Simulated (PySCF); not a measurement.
**A small calculation by hand: refractive index and permittivity of the vapour**

WH6, SMILES [WH6], multiplicity 1.

Geometry: B3LYP-D3(BJ)/def2-TZVP. A frequency run showed that this geometry is not a minimum. The spin state was assumed, not searched. The def2 effective core potentials stand for the cores of W; spin–orbit coupling is left out.

B3LYP/def2-TZVPD (PySCF) gives a mean static polarisability of 91.4 bohr³ and a dipole moment of 0.00 D. Take an ideal gas at 298.15 K and 1 bar, whether or not the substance is that volatile.

Work out n − 1 in the optical limit and the static ε − 1.


Polarisability volume α' = 91.4 × 0.148185 = 13.54 Å³. Number density N = p/kT = 2.43e-5 Å⁻³.
Dilute limit of Lorentz–Lorenz: n − 1 = 2π N α' = 0.0021.
Orientation term of Debye: μ²/(3kT) = 8.098 Å³ × μ²(D²) = 0.00 Å³.
ε − 1 = 4π N (α' + μ²/3kT) = 0.0041. With no permanent dipole, ε equals n² in this model. Vibrational polarisation and dispersion are left out.
